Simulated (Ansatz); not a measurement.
Job for Ansatz (a program for electronic structure): R-wB97M-V/def2-TZVPP on F2Ge (SMILES [F][Ge][F]), atoms moved off the minimum.

Ansatz 0.2 input:
```yaml
crystal:
  periodic: [false, false, false]
  atoms:
    - {symbol: Ge, position_ang: [0.00913676, -0.03186553, 0.38329657]}
    - {symbol: F, position_ang: [0.56634366, 1.17618800, -0.78969769]}
    - {symbol: F, position_ang: [-0.71648545, -1.06710193, -0.75708546]}
basis:
  gaussian:
    orbitals: def2-TZVPP
hamiltonian:
  xc: {name: wB97M-V}
scf: {lower_state_search: off}
output: {forces: true}
```

It printed:

```
WARN ansatz: RAYON_NUM_THREADS=1 ignored (pool sized by the plan → 1); use --threads N
Functional definition: wB97M-V
these checks for a lower state are left out or cut short: stability, starts, cluster_reference, orbital_swaps, neighbouring_geometries, increment
integrals: 0.04 GiB planned
698 factors; their error is unknown
integrals: 0.08 GiB planned
118 factors; integrals over basis functions are off by at most 4.3e-5 eV
mean field: 0.42 GiB planned
mean field evaluation 1: about -61948.2243 eV, gradient 5.0e1 eV
mean field evaluation 2: about -61945.5220 eV, gradient 7.2e1 eV
mean field evaluation 4: about -61952.1369 eV, gradient 1.5e0 eV
mean field evaluation 8: about -61952.1434 eV, gradient 4.7e-2 eV
mean field evaluation 16: about -61952.3152 eV, gradient 3.9e-5 eV
mean field -61952.31519549 eV, -2276.7055906467 hartree, gradient 1.2e-6 eV, S^2 0.000000; 0 other end points of the search recorded, 0 dependent functions left out
the calculation of the forces begins
reference -61952.31522127 eV, -2276.7055915940 hartree; 25, 25 occupied and 85, 85 virtual orbitals, 698 factors
Total energy: -61952.31522127 eV, -2276.7055915940 hartree
Atom 0 at     0.009137    -0.031866     0.383297 Å, force     0.706468     1.153989     0.385810 eV/Å
Atom 1 at     0.566344     1.176188    -0.789698 Å, force    -0.157977    -0.358883     0.413806 eV/Å
Atom 2 at    -0.716485    -1.067102    -0.757085 Å, force    -0.548491    -0.795106    -0.799617 eV/Å
Dipole moment:     0.008811    -0.090933     0.527166 e Å
Checks for a lower state left out: stability, starts, cluster_reference, orbital_swaps, neighbouring_geometries, increment
```

The calculation finished and met its thresholds.

Cost: roughly 4 core-seconds.
